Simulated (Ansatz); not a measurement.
Single points on the cluster Cs9⁻.

```yaml
crystal:
  periodic: [false, false, false]
  atoms:
    - {symbol: Cs, position_ang: [-2.042035, 3.466044, 2.616608]}
    - {symbol: Cs, position_ang: [-2.354288, -6.924359, 0.006785]}
    - {symbol: Cs, position_ang: [2.887947, 1.622646, 0.989174]}
    - {symbol: Cs, position_ang: [0.555261, -2.986607, -2.048913]}
    - {symbol: Cs, position_ang: [-2.798291, 1.428223, -2.113384]}
    - {symbol: Cs, position_ang: [1.863013, 1.679148, -4.326131]}
    - {symbol: Cs, position_ang: [-2.516962, -1.811909, 2.108378]}
    - {symbol: Cs, position_ang: [1.527287, 6.415000, -0.300060]}
    - {symbol: Cs, position_ang: [2.878069, -2.888187, 3.067534]}
basis:
  gaussian: {orbitals: def2-TZVPD, initial_orbitals: start.molden}
total_charge: -1
correlation: {method: mp2}
scf: {omitted_lower_state_checks: [starts]}
output: {orbitals: {seedname: orbitals}}
```

The file start.molden holds the orbitals of an earlier run on this structure, at another level or in another basis.

```sh
$ ansatz run in.yaml --threads 4 --pin off --events-out ev --progress --plain --max-ram 4787MiB
```

It prints (some lines left out):

```
Functional definition: HF
  name "HF"
  cite "Fock, Z. Phys. 61, 126 (1930) doi:10.1007/BF01340294"
  parent pbe
  exchange = exact_x
  correlation = 0
these checks for a lower state are left out or cut short: starts
2646 factors; integrals over basis functions are off by at most 1.1e-4 eV
mean field evaluation 1: about -4862.1596 eV, gradient 1.1e1 eV
mean field evaluation 2: about -4862.7329 eV, gradient 6.0e-1 eV
mean field evaluation 4: about -4862.7973 eV, gradient 5.3e-2 eV
mean field evaluation 8: about -4862.7974 eV, gradient 3.0e-6 eV
mean field -4862.79741861 eV, -178.7045090115 hartree, gradient 2.8e-6 eV, S^2 0.000000; 0 other end points of the search recorded, 0 dependent functions left out; unrestricted orbitals would lower it
reference -4862.79741861 eV, -178.7045090115 hartree; 41, 41 occupied and 247, 247 virtual orbitals, 2646 factors
second order -29.89922181 eV of doubles, -0.00000000 eV of singles
Total energy: -4892.69664042 eV, -179.8032851465 hartree
Checks for a lower state left out: starts
```

Run time 16 s (4 threads of Arm Neoverse V2 on a shared host), peak host memory 1.4 GiB.

Geometry: B3LYP/def2-SVPD.

In the def2 sets Cs takes a core potential; there is no spin–orbit coupling. Correlated methods freeze no core orbitals; core or outer-core shells of Cs are correlated, in sets that lack core-valence functions. The restricted singlet (for correlated methods, its reference) is unstable: a solution with broken spin symmetry lies lower. Another isomer (singlet) lies 0.07 eV lower at PBE0/def2-TZVPD; other spin states weren't run for this one.
